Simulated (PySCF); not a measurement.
Compound: C6H9OP.
SMILES with atom numbers: `[CH2:1]=[CH:2][P:3](=[O:4])([CH:5]=[CH2:6])[CH:7]=[CH2:8]` (hydrogens: H9, H10 on C1; H11 on C2; H12 on C5; H13, H14 on C6; H15 on C7; H16, H17 on C8)

Structure optimised with GFN2-xTB, isolated species.

(1) What internal coordinates does the optimisation give?

## Answers

(1) 
```json
{"bond": "C1=C2, C5=C6, C7=C8", "length (Å)": "1.321"}
{"bond": "C2–P3, P3–C5, P3–C7", "length (Å)": "1.818"}
{"bond": "P3=O4", "length (Å)": "1.465"}
{"bond": "C1–H9, C6–H13, C8–H16", "length (Å)": "1.079"}
{"bond": "C1–H10, C6–H14, C8–H17", "length (Å)": "1.079"}
{"bond": "C2–H11, C5–H12, C7–H15", "length (Å)": "1.080"}
```

Bonds in one row agree within 0.01 Å and their mean is given. A selection of angles:
```json
{"angle": "C1–C2–P3", "degrees": "118.7"}
{"angle": "C2–P3–O4", "degrees": "114.9"}
{"angle": "C2–P3–C5", "degrees": "103.5"}
```

Torsions: C1–C2–P3–O4 0° (synperiplanar); C2–P3–C5–C6 126° (anticlinal); C2–P3–C7–C8 -126° (anticlinal).

P3 (phosphoryl phosphorus) is distorted tetrahedral (angles from 103.5° to 114.9°). Of the pairs four or more bonds apart, O4···H10 is among the closest relative to their van der Waals radii: 2.61 Å, 96 % of the sum of Bondi's values. All 3 C–P bonds measure 1.818 Å. All 3 C–C bonds measure 1.321 Å.

Point group: C3v (tolerance 0.08 Å). GFN2-xTB frequencies: not computed here. One conformer, not necessarily the lowest.
